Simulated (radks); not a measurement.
Results of a calculation; reference values are marked as such.
Question: The ruthenium ion Ru3+, configuration [Kr] 4d4 5p1 (not the ground configuration). Level of theory: scalar-relativistic Kohn-Sham, r2SCAN, spin-unpolarised, spherical densities, finite nucleus; meta-GGA in the generalised Kohn-Sham scheme; Fermi nuclear charge, rms radius 4.4809 fm (a radial shooting solver on a logarithmic mesh with Libxc functionals). Some entries of the table are withheld. Estimate them.

| orbital | occ. | eigenvalue (eV) | <r^2> (bohr^2) | <1/r> (bohr^-1) |
|---|---|---|---|---|
| 1s | 2 | (1) | 0.001510 | 45.87 |
| 2s | 2 | -3216.721 | 0.02499 | 10.38 |
| 2p | 6 | -2882.737 | 0.01969 | 10.06 |
| 3s | 2 | (2) | (3) | 3.607 |
| 3p | 6 | -496.4034 | 0.1881 | 3.429 |
| 3d | 10 | -318.7491 | 0.1764 | 3.195 |
| 4s | 2 | -119.4386 | 1.145 | 1.356 |
| 4p | 6 | -87.9712 | 1.374 | 1.224 |
| 4d | 4 | -42.2410 | 2.254 | 0.9502 |
| 5p | 1 | -23.6565 | 9.312 | 0.4441 |

Answer: 
(1) 1s eigenvalue (eV): -22025.75
(2) 3s eigenvalue (eV): -607.1612
(3) 3s <r^2> (bohr^2): 0.1847
